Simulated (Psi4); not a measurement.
Exact exchange and the HOMO–LUMO gap of InClF2

InClF2: 4 atoms, total charge 0, spin state singlet. As SMILES, `[F][In]([F])[Cl]`. The shape is that of a PBE0-D4/def2-TZVP optimisation.

The HOMO–LUMO gap y, in eV, basis def2-SVP with a core potential; a is the functional's share of exact exchange. Programs: Psi4 1.11.

| functional | program | a | y (eV) |
| --- | --- | --- | --- |
| r2SCAN | Psi4 | 0 | 4.92 |
| PBE | Psi4 | 0 | 4.31 |
| TPSSh | Psi4 | 0.1 | ? |
| B3LYP | Psi4 | 0.2 | 6.07 |
| PBE0 | Psi4 | 0.25 | 6.72 |
| BHLYP | Psi4 | 0.5 | 8.92 |

**Question.** Fit y = c + s·a to the known rows and predict TPSSh.

**Answer.** 
1. Means of the 5 rows: a = 0.1900, y = 6.188.
2. Σ(Δa)² = 0.172, Σ(Δa·Δy) = 1.4754, so the slope is 1.4754/0.172 = 8.5779.
3. Intercept: 6.188 − (8.5779) × 0.1900 = 4.558. The largest residual of the fit is 0.36.
4. TPSSh: 4.558 + (8.5779) × 0.1 = 5.42 eV.

The run gave 5.53 eV, so the prediction is off by -0.11 eV, within the largest residual. Exact exchange lowers occupied levels and raises empty ones. The rows mix families of semi-local functionals, which the line can't see.
